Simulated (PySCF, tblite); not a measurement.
Isomers of C5H9ClOSi, one GFN2-xTB conformer each. Single-point energies are computed at PBE0/pcSseg-1 (PySCF, gas phase, no added dispersion term), electronic only.

Problem. Rank them by PBE0/pcSseg-1 energy, lowest first (kcal/mol).
A. `[CH3:1][CH2:2][O:3][C:4]1=[CH:5][SiH2:6][C@H:7]1[Cl:8]` with C1–C2–O3–C4 -174°, C2–O3–C4–C5 180°
B. `[O:1]=[C:2]([Cl:3])[C@H:4]1[CH2:5][C@H:6]([SiH3:7])[CH2:8]1` with O1–C2–C4–C5 0°, C2–C4–C5–C6 127°, C4–C5–C6–Si7 106°, C5–C6–C8–C4 11°, C2–C4–C8–C6 -130°

Solution. B (0.0), A (16.0).

As drawn, the lower has a C=O bond, which the higher lacks; the higher has a C=C bond outside aromatic rings, which the lower lacks. GFN2-xTB itself gives, in the same order: 0.0, 23.4. Both levels put the same isomer lowest.

Problem. Which frontier levels, dipoles and rotational constants go with these structures?

Solution. 
```tsv
SMILES	HOMO (eV, PBE0/pcSseg-1)	LUMO (eV)	dipole (D)	A, B, C (MHz)
O=C(Cl)[C@H]1C[C@H]([SiH3])C1	-8.39	-1.03	2.77	3521, 659.6, 593.5
CCOC1=C[SiH2][C@H]1Cl	-6.87	-0.16	1.59	2213, 963.0, 708.7
```

Problem. What happens when harmonic zero-point energies from GFN2-xTB frequencies are added?

Solution. 
```
                       SMILES  ZPE (kcal/mol)  electronic (kcal/mol)  with ZPE (kcal/mol)
O=C(Cl)[C@H]1C[C@H]([SiH3])C1            77.4                    0.0                  0.0
        CCOC1=C[SiH2][C@H]1Cl            78.0                   16.0                 16.6
```

The zero-point energies span 0.6 kcal/mol. The order is unchanged.
